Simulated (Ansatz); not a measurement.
This geometry of CH₆LiNSi (10 atoms, charge 0, multiplicity 1) is a first-order saddle point.

All numbers below come from Ansatz 0.2.0, RKS PBE0-D4/def2-SVP.

```xyz
10
Properties=species:S:1:pos:R:3
Li -1.791 -1.065 -0.667
N -0.481 0.071 -0.303
C -0.020 1.421 -0.505
Si 0.358 -1.098 0.588
H 0.112 1.664 -1.578
H -0.736 2.173 -0.114
H 0.951 1.658 -0.025
H -0.619 -2.284 0.434
H 0.540 -0.927 2.076
H 1.687 -1.614 0.093
```

Which two structures does it join? (They come from a converged band through this point; their orientation in space is the band's.)

No bond is made or broken. The dihedral Si4–N2–C3–H7 goes from 61 to -61°. The two ends are copies of one structure, up to a mirror image or an exchange of like atoms.

Initial state:

```xyz
10
Properties=species:S:1:pos:R:3
Li -1.508 -1.215 -1.028
N -0.391 0.018 -0.430
C 0.061 1.371 -0.611
Si 0.228 -1.026 0.753
H -0.479 1.869 -1.438
H -0.090 2.017 0.280
H 1.140 1.453 -0.863
H -0.621 -2.279 0.455
H -0.003 -0.724 2.213
H 1.663 -1.484 0.668
```

Final state:

```xyz
10
Properties=species:S:1:pos:R:3
Li -1.844 -1.039 -0.572
N -0.508 0.080 -0.269
C -0.049 1.429 -0.461
Si 0.392 -1.112 0.530
H 0.890 1.503 -1.050
H -0.795 2.035 -1.009
H 0.146 1.975 0.486
H -0.592 -2.294 0.415
H 0.677 -0.971 2.005
H 1.683 -1.606 -0.075
```

How far does it lie above each of them?

4.0 kJ/mol above the first and 4.0 kJ/mol above the second. This is the barrier of this one path; another mechanism may lie lower.

Time of the run: 4.9 min on 1 thread of Intel(R) Xeon(R) Processor @ 2.50GHz (Skylake/Cascade Lake) (shared host), peak memory 0.18 GiB.
